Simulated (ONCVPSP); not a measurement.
**Reading a pseudo-wave (Tl (Z = 81))**

Columns: radius, all-electron u(r) and pseudo u(r) of the 5s shell (level -148.79 eV) of thallium in the configuration [Kr] 4d10 4f14 5s2 5p6 5d10 6s1; revPBE, scalar-relativistic, ONCV scheme, ONCVPSP 4.0.1.

| r (bohr) | all-electron | pseudo |
| --- | --- | --- |
| 0.095 | 0.2623 | 0.1732 |
| 0.190 | 0.0963 | 0.3496 |
| 0.285 | -0.6785 | 0.5288 |
| 0.380 | -0.5246 | 0.7051 |
| 0.475 | 0.1079 | 0.8672 |
| 0.570 | 0.7140 | 1.0009 |
| 0.665 | 1.1023 | 1.0925 |
| 0.760 | 1.2691 | 1.1328 |
| 0.855 | 1.2727 | 1.1193 |
| 0.950 | 1.1769 | 1.0569 |
| 1.045 | 1.0329 | 0.9571 |
| 1.140 | 0.8743 | 0.8348 |
| 1.235 | 0.7212 | 0.7045 |
| 1.330 | 0.5835 | 0.5783 |
| 1.425 | 0.4654 | 0.4644 |
| 1.520 | 0.3670 | 0.3669 |
| 1.615 | 0.2869 | 0.2868 |
| 1.710 | 0.2226 | 0.2225 |
| 1.805 | 0.1717 | 0.1717 |
| 1.900 | 0.1319 | 0.1318 |
| 1.995 | 0.1008 | 0.1008 |
| 2.090 | 0.0768 | 0.0768 |
| 2.185 | 0.0584 | 0.0583 |
| 2.280 | 0.0442 | 0.0442 |
| 2.375 | 0.0334 | 0.0334 |
| 2.470 | 0.0252 | 0.0252 |

Problem. How many radial nodes do the two functions have?

Solution. The all-electron 5s function has n − l − 1 = 4 (the table is too coarse to show those close to the nucleus); the pseudo-wave has 0, since the states of the same l below it are removed with the core.

Problem. At about which radius was the pseudo-wave matched?

Solution. 1.60 bohr, where the columns begin to agree (steps of 0.10 bohr).

Problem. Is the pseudo-wave norm-conserving?

Solution. Yes: the ONCV scheme keeps the norm inside the radius equal to the all-electron one, which fixes the energy derivative of the logarithmic derivative at the level.
